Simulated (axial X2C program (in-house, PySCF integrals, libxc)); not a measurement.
## Which molecule has these constants?

Calculated with an in-house all-electron X2C program for linear molecules (integrals from PySCF), spin-free (one-electron X2C) or two-component (2c: spin–orbit coupling with atomic mean-field Coulomb and Gaunt terms, which also bring small scalar terms), in Dyall basis sets with cores contracted in-house; open shells are unrestricted.

A two-component PBE0 calculation in a Dyall 3-zeta basis gave Re = 2.692 Å, ωe = 207.0 cm⁻¹, De = 2.13 eV, dipole magnitude 1.36 D, Ω = 1.

Task: Which molecule is it?
A. SbF
B. SbBr
C. SbCl
D. SbI

Result: D. The others have SbBr 2.490 Å and 259.5 cm⁻¹ (Ω = 1); SbCl 2.346 Å and 370.1 cm⁻¹ (Ω = 1); SbF 1.923 Å and 606.7 cm⁻¹ (Ω = 1).

Each entry is the lowest single determinant of a limited PBE0 search at one distance. De goes to single-determinant-based atoms at the same level (for ions the charge split of lowest energy) and is withheld (n/a) where an atom does not fit its ground term or J level. Main or longest-lived isotopes. One determinant is a doubtful description, or other states lie close, for SbI, SbBr, SbCl, SbF; these need not be ground states, and all values refer to the states named. Some open-shell Ω = 0 determinants are out of reach, so the Ω given for SbI, SbBr, SbCl, SbF need not be the lowest component. With several unpaired electrons the Ω given is that of one determinant, not necessarily of the lowest component. Some light 2c atoms are not at their ground J level, so De misses part of their lowering (0.04 eV or less). The functionals have no current term, which raises determinants with orbital currents.
